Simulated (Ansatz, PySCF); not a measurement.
The pair A = H3NSe (SMILES N[SeH]) (first 5 atoms), B = HF (SMILES F); geometry from B3LYP-D3(BJ)/def2-TZVP.
(charge 0, multiplicity 1):
```xyz
7

N     -1.001     0.600     0.760
Se    -0.201    -0.947     0.049
H     -0.826     1.398     0.160
H     -2.001     0.468     0.859
H     -0.929    -0.997    -1.240
F      0.079     1.034     3.150
H     -0.318     0.890     2.292
```

Correlated levels freeze the cores. Filled d and f shells under p-block atoms count as core. CBS: X⁻³ extrapolation of the correlation energy, Hartree–Fock from the larger set.

Programs: Ansatz (Gaussian basis) for Hartree–Fock, density functionals and correlated methods; PySCF for the dispersion terms. Values without a source in brackets are computed.

The monomers are drawn apart, rigid, along the line of their centres of mass. Counterpoise-corrected interaction energies (kcal/mol):

```tsv
level	R = 4.121 Å	R = 4.802 Å
PBE/def2-TZVPPD	-6.8727	-3.0872
PBE-D3(BJ)/def2-TZVPPD	-7.3611	-3.3493
wB97M-V/def2-TZVPPD	-6.9335	-3.1766
CCSD(T)/CBS(aug-cc-pVDZ, aug-cc-pVTZ)	-6.7540	-3.1174
```

**Question.** R is the distance of the centres of mass. Find the local exponent m of E ∝ R⁻ᵐ between the two points.

**Answer.** 
m = ln(E₁/E₂)/ln(R₂/R₁): PBE/def2-TZVPPD 5.2; PBE-D3(BJ)/def2-TZVPPD 5.1; wB97M-V/def2-TZVPPD 5.1; CCSD(T)/CBS(aug-cc-pVDZ, aug-cc-pVTZ) 5.1. For scale, two fixed dipoles give m = 3, dipole and quadrupole 4, quadrupoles 5, and dispersion or dipole-induced dipole 6 at long range; at these distances several terms mix, and what is left of overlap and damping shifts m, so it need not match one of them.

Ansatz is a program for electronic structure.
